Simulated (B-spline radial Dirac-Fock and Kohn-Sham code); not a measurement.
## Core-level shifts of tellurium with charge state

The computed values come from a radial B-spline solver: multi-electron Dirac-Fock with separately optimised hole states, Breit and Lamb-shift corrections added in first order. Each ion is free and in its tabulated ground configuration. No correlation.

Reference: Te¹⁰⁺, [Kr] 4d6, with M1 (3s) 1209.4 eV, M2 (3p1/2) 1072.9 eV, M4 (3d3/2) 782.3 eV, M5 (3d5/2) 771.9 eV, N1 (4s) 360.8 eV, Lβ1 (L2-M4) 4036.0 eV. Shifts from it, in eV (a dash: the subshell is empty, belongs to an open shell averaged over j, or its hole state is left out as unreliable):

```tsv
ion	configuration	M1 (3s)	M2 (3p1/2)	M4 (3d3/2)	M5 (3d5/2)	N1 (4s)	Lβ1
Te¹¹⁺	[Kr] 4d5	?	?	?	?	?	?
Te¹²⁺	[Kr] 4d4	+63.2	+63.3	+63.4	+63.3	+53.5	+3.30
Te¹³⁺	[Kr] 4d3	+96.4	+96.6	+96.7	+96.6	+81.2	+5.27
Te¹⁴⁺	[Kr] 4d2	+130.7	+130.9	+131.1	+130.9	+109.6	+7.44
Te¹⁵⁺	[Kr] 4d1	+165.9	+166.2	+166.5	+166.3	+138.7	+9.83
Te¹⁶⁺	[Ar] 3d10 4s2 4p6	+202.1	+202.6	+202.9	+202.6	+168.3	+12.43
Te¹⁷⁺	[Ar] 3d10 4s2 4p5	+240.2	+240.5	+241.4	+241.1	+197.1	+15.40
Te¹⁸⁺	[Ar] 3d10 4s2 4p4	+278.9	+279.2	+280.7	+280.4	+226.4	+18.56
```

Question: Give the missing shifts for Te¹¹⁺.

Answer: M1 (3s) +31.1, M2 (3p1/2) +31.1, M4 (3d3/2) +31.2, M5 (3d5/2) +31.1, N1 (4s) +26.4, Lβ1 +1.54 (eV).

Over this range M1 (3s) moves by +278.9 eV and Lβ1 by +18.6 eV: a line is a difference of two levels that shift in the same direction.
